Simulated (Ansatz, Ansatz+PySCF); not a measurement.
```xyz
9

S     0.3032   -1.1493    0.0390
C     0.5194    0.1023   -1.1159
C    -0.5209   -0.0964    1.1157
C    -0.0238    1.2842   -0.6849
C    -0.6235    1.1696    0.6016
H     1.0364   -0.0996   -2.0532
H    -0.8869   -0.4669    2.0724
H     0.0047    2.2054   -1.2688
H    -1.1119    1.9922    1.1263
```

Basis set: def2-SVP (spherical functions). Correlated methods keep 9 orbitals frozen. Charge 0, multiplicity 3.

Computed with Ansatz (development build ahead of 0.2.0); each method stands on the lowest determinant of its kind that the runs found.

Task: Give the atomization energy at this shape (free ground-state atoms in the same class of orbitals less the molecule, no zero-point energy) of triplet C4H4S by UHF-MP2, UHF.

Result:

```
 method  atomization energy
UHF-MP2     829.49 kcal/mol
    UHF     635.75 kcal/mol
```

Caution: another spin multiplicity may lie lower; the determinant breaks the point group; the unrestricted determinant is spin contaminated.
